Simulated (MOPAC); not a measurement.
MOPAC input (PM7):

```
PM7 FORCE THERMO(298,298) PRECISE LET GEO-OK AUX(PRECISION=9) THREADS=1
CH3BI2

C    -2.32528042 1   -0.30324661 1    0.18176909 1
B    -0.75495778 1   -0.09705615 1    0.04318047 1
I     0.45819853 1   -1.79421893 1   -0.18018494 1
I     0.00748410 1    1.85509614 1    0.14212920 1
H    -2.91598137 1    0.54448684 1   -0.18521188 1
H    -2.58518250 1   -0.42925584 1    1.24508361 1
H    -2.70150551 1   -1.19201818 1   -0.33858245 1
```

Output:

```
 *******************************************************************************
 **                                                                           **
 **                              MOPAC v23.2.5                                **
 **                                                                           **
 *******************************************************************************
 ** MOPAC's Digital Object Identifier: https://doi.org/10.5281/zenodo.6511958 **
 **                                                                           **
 ** Please cite the open-source release paper for use of this MOPAC version:  **
 ** J. E. Moussa and J. J. P. Stewart (2026)                                  **
 ** MOPAC: An open-source semiempirical molecular orbital program             **
 ** J. Open Source Softw., 11(119), 8025, https://doi.org/10.21105/joss.08025 **
 *******************************************************************************

                              PM7 CALCULATION RESULTS

 *******************************************************************************
 *  PM7        - The PM7 Hamiltonian to be used
 *  GEO-OK     - OVERRIDE INTERATOMIC DISTANCE AND OTHER SAFETY CHECKS
 *  LET        - OVERRIDE SOME SAFETY CHECKS
 *  PRECISE    - TIGHTER CRITERIA TO BE USED
 *  FORCE      - FORCE CALCULATION SPECIFIED
 *  AUX        - OUTPUT AUXILIARY INFORMATION
 *  THERMO     - THERMODYNAMIC QUANTITIES TO BE CALCULATED
 *******************************************************************************
PM7 FORCE THERMO(298,298) PRECISE LET GEO-OK AUX(PRECISION=9) THREADS=1
 CH3BI2

   ATOM   CHEMICAL          X               Y               Z
  NUMBER   SYMBOL      (ANGSTROMS)     (ANGSTROMS)     (ANGSTROMS)

     1       C         -2.32528042  *  -0.30324661  *   0.18176909  *
     2       B         -0.75495778  *  -0.09705615  *   0.04318047  *
     3       I          0.45819853  *  -1.79421893  *  -0.18018494  *
     4       I          0.00748410  *   1.85509614  *   0.14212920  *
     5       H         -2.91598137  *   0.54448684  *  -0.18521188  *
     6       H         -2.58518250  *  -0.42925584  *   1.24508361  *
     7       H         -2.70150551  *  -1.19201818  *  -0.33858245  *

          CARTESIAN COORDINATES

    NO.       ATOM           X           Y           Z

     1         C         -2.3253     -0.3032      0.1818
     2         B         -0.7550     -0.0971      0.0432
     3         I          0.4582     -1.7942     -0.1802
     4         I          0.0075      1.8551      0.1421
     5         H         -2.9160      0.5445     -0.1852
     6         H         -2.5852     -0.4293      1.2451
     7         H         -2.7015     -1.1920     -0.3386

 General Reference for PM7:
 "Optimization of Parameters for Semiempirical Methods VI: More Modifications to the
 NDDO Approximations and Re-optimization of Parameters", J. J. P. Stewart, J. Mol. Mod., 1:32, 19 (2013)
 https://link.springer.com/article/10.1007/s00894-012-1667-x

           Empirical Formula: C H3 B I2  =     7 atoms

      MOLECULAR POINT GROUP   :   Cs

      RHF CALCULATION, NO. OF DOUBLY OCCUPIED LEVELS = 12
[...]
 REDUCED MASS        0.4364         C 1 -- B 2          +5.6% ( 20.8%)      0.0%
 EFFECTIVE MASS      1.6466
 FORCE CONSTANT      0.3968

 VIBRATION         11    6A'         ATOM PAIR     ENERGY CONTRIBUTION    RADIAL
 FREQUENCY          1256.97         C 1 -- H 7         +38.0% ( 54.4%)      0.5%
 TRANSITION DIPOLE   0.8255         C 1 -- H 5         +38.0% ( 54.4%)      0.5%
 TRAVEL (Ang.)       0.3729         C 1 -- H 6         +18.5% ( 38.0%)     23.3%
 REDUCED MASS        0.3859         C 1 -- B 2          +5.1% ( 20.0%)      5.3%
 EFFECTIVE MASS      1.6798
 FORCE CONSTANT      0.3592

 VIBRATION         12    7A'         ATOM PAIR     ENERGY CONTRIBUTION    RADIAL
 FREQUENCY          1338.01         C 1 -- H 7         +38.2% ( 58.6%)      2.6%
 TRANSITION DIPOLE   0.9762         C 1 -- H 5         +38.2% ( 58.6%)      2.6%
 TRAVEL (Ang.)       0.3222         C 1 -- H 6         +17.5% ( 39.6%)      0.4%
 REDUCED MASS        0.4854         C 1 -- B 2          +5.9% ( 23.1%)     95.9%
 EFFECTIVE MASS      1.9616
 FORCE CONSTANT      0.5120

 VIBRATION         13    8A'         ATOM PAIR     ENERGY CONTRIBUTION    RADIAL
 FREQUENCY          2636.83         C 1 -- H 6         +72.0% ( 87.4%)     99.5%
 TRANSITION DIPOLE   0.8484         C 1 -- H 5         +13.6% ( 38.0%)     82.7%
 TRAVEL (Ang.)       0.2114         C 1 -- H 7         +13.6% ( 38.0%)     82.7%
 REDUCED MASS        0.5724         C 1 -- B 2          +0.8% (  9.4%)      0.2%
 EFFECTIVE MASS      1.4556
 FORCE CONSTANT      2.3448

 VIBRATION         14    6A"         ATOM PAIR     ENERGY CONTRIBUTION    RADIAL
 FREQUENCY          2650.25         C 1 -- H 7         +49.1% ( 72.4%)     97.4%
 TRANSITION DIPOLE   0.6684         C 1 -- H 5         +49.1% ( 72.4%)     97.4%
 TRAVEL (Ang.)       0.2247         C 1 -- B 2          +0.9% ( 10.0%)      0.0%
 REDUCED MASS        0.5041         C 1 -- H 6          +0.9% (  9.7%)      0.0%
 EFFECTIVE MASS      1.4757
 FORCE CONSTANT      2.0859

 VIBRATION         15    9A'         ATOM PAIR     ENERGY CONTRIBUTION    RADIAL
 FREQUENCY          2752.66         C 1 -- H 7         +37.1% ( 58.4%)     97.0%
 TRANSITION DIPOLE   0.8179         C 1 -- H 5         +37.1% ( 58.4%)     97.0%
 TRAVEL (Ang.)       0.2710         C 1 -- H 6         +25.6% ( 48.5%)     94.3%
 REDUCED MASS        0.3337         C 1 -- B 2          +0.2% (  4.6%)     97.9%
 EFFECTIVE MASS      1.1360
 FORCE CONSTANT      1.4896

      SYMMETRY NUMBER FOR POINT-GROUP Cs  =  1

          SYSTEM IS A GROUND STATE

 CH3BI2

          MOLECULE IS NOT LINEAR

          THERE ARE 15 GENUINE VIBRATIONS IN THIS SYSTEM
          THIS THERMODYNAMICS CALCULATION IS LIMITED TO
          MOLECULES WHICH HAVE NO INTERNAL ROTATIONS

                    CALCULATED THERMODYNAMIC PROPERTIES
                                          *
   TEMP. (K)   PARTITION FUNCTION   H.O.F.    ENTHALPY  HEAT CAPACITY ENTROPY
                                   KCAL/MOL   CAL/MOLE    CAL/K/MOL  CAL/K/MOL

 298.00  VIB.     0.3041D+02                  1909.6831    11.6030    13.1942
         ROT.     0.7390D+06                   888.2803     2.9808    29.8339
         INT.     0.2247D+08                  2797.9634    14.5838    43.0280
         TRA.     0.4521D+28                  1480.4672     4.9680    42.7812
         TOT.                       -5.706    4278.4306    19.5518    85.8092

   *: NOTE: HEATS OF FORMATION ARE RELATIVE TO THE
            ELEMENTS IN THEIR STANDARD STATE AT 298K
              (=  Standard Enthalpy of Formation).

            Hvib:  Zero-point energy is not included.
                   frequencies of less than zero cm-1 are not included.
            Hrot = (3/2)RT
            Htra = (3/2)RT + pV = (5/2)RT

            Heat capacity is Cp, not Cv

          For more information, see: HTTP://OpenMOPAC.net/Manual/thermochemistry.html

           FORCE CONSTANT IN CARTESIAN COORDINATES (Millidynes/A)

    ATOM   CHEMICAL       X               Y               Z
   NUMBER   SYMBOL  FORCE CONSTANT  FORCE CONSTANT  FORCE CONSTANT

      1       C        5.782733        6.095440        5.537261
      2       B        4.312617        3.194788        0.928052
      3       I        0.820382        2.096218        0.066901
      4       I        0.820394        2.095263        0.067845
      5       H        1.204519        2.819566        1.186830
      6       H        0.944670        0.508914        3.559191
      7       H        1.204533        2.752774        1.253608

 **********************
 *                    *
 * JOB ENDED NORMALLY *
 *                    *
 **********************

 == MOPAC DONE ==
```
